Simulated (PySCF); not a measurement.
**How methods differ on the ionisation energy of Cd²⁺**

Cd²⁺ [Kr] 4d10 (1S) → Cd³⁺ [Kr] 4d9 (2D), as a difference of total energies. Calculation: PySCF 2.14, in aug-cc-pVDZ-PP with ECP28MDF (5s5p4d2f, 54 functions); a scalar-relativistic core potential. Correlated levels: valence: 4s2 4p6 frozen. The calculations carry no spin-orbit coupling.

| method | ionisation energy (eV) | difference from reference (eV) |
| --- | --- | --- |
| UHF | 35.952 | -1.516 |
| MP2 (valence) | 37.746 | +0.278 |
| SCS-MP2 (valence) | 37.549 | +0.081 |
| CCSD (valence) | 37.483 | +0.015 |
| CCSD(T) (valence) | 37.532 | +0.064 |

Reference: 37.468 ± 0.006 eV (measured; NIST Atomic Spectra Database, ionization energies).

The reference lies between the lowest fine-structure levels, while these numbers refer to the centres of the terms.

Errors of the correlated levels include the incompleteness of this basis and the frozen core.
